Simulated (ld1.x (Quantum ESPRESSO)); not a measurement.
**Building the TM potential for nitrogen (PBE, scalar-relativistic).**

ld1.x (Quantum ESPRESSO) 7.5 input, shortened:

```
&input
   title='N', zed=7., rel=1, dft='PBE', iswitch=3,
   config='[He] 2s2 2p2'
 /
 &inputp
   pseudotype=2, tm=.true., lloc=1,
   nlcc=.false.
 /
2
2S  1  0   2.00   0.00  0.75  0.75  0.0
2P  2  1   2.00   0.00  2.20  2.20  0.0
 &test
   configts(1)='2s2 2p2'
 /
```

- Cutoffs needed: 110 Ry and 230 Ry (the cutoffs (Ry, on a coarse ladder) from which the occupation-weighted sum of valence levels, in a spherical-Bessel basis at the reference potential, stays within 10 and 1 mRy of its value at 400 Ry)
- Ghost test: no extra level below or beside the all-electron valence levels (s, p, d, f tested) (spherical-Bessel basis up to 400 Ry, 20 bohr box)
- Largest excitation error: +1421 meV (all-electron minus pseudo) for 2s2 2p0, out of 7 test configurations
